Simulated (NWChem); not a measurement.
Species: CH$_{4}$N$_{2}$S anion, doublet; SMILES of the neutral closed-shell parent NC(N)=S

```xyz
8

N      1.1791    -1.0677    -0.0733
C     -0.0083    -0.3193     0.2221
N     -1.1614    -1.1359    -0.0071
S     -0.0035     1.4077    -0.0586
H      1.2782    -1.8720     0.5471
H      1.9928    -0.4680     0.0095
H     -1.1739    -1.4860    -0.9818
H     -1.9908    -0.5610     0.1099
```
Atoms are numbered in this order, from 1.

Computed with NWChem. Spin-unrestricted. Sets without diffuse functions describe the anion's extra electron poorly. Structure relaxed at the B3LYP/def2-SVPD, spin-unrestricted level. Not confirmed as a minimum by frequencies. The spin multiplicity was typed, not searched, and may not be the lowest. No stability test was run on the SCF state. The highest occupied level is positive, so the extra electron may be held by the finite basis. Atomic charges in e: unrestrained fits to the electrostatic potential beside Mulliken populations; buried atoms are poorly determined by the fit.

Problem. Estimate the computed values for B3LYP/def2-SVP. Quantities: ESP N1; Mulliken N1; ESP C2; Mulliken C2; ESP N3; Mulliken N3; ESP S4; Mulliken S4; relative RMS misfit of the potential (%).

Solution. ESP N1: -0.57
Mulliken N1: -0.18
ESP C2: 0.29
Mulliken C2: -0.14
ESP N3: -0.81
Mulliken N3: -0.17
ESP S4: -0.81
Mulliken S4: -0.63
relative RMS misfit of the potential (%): 6
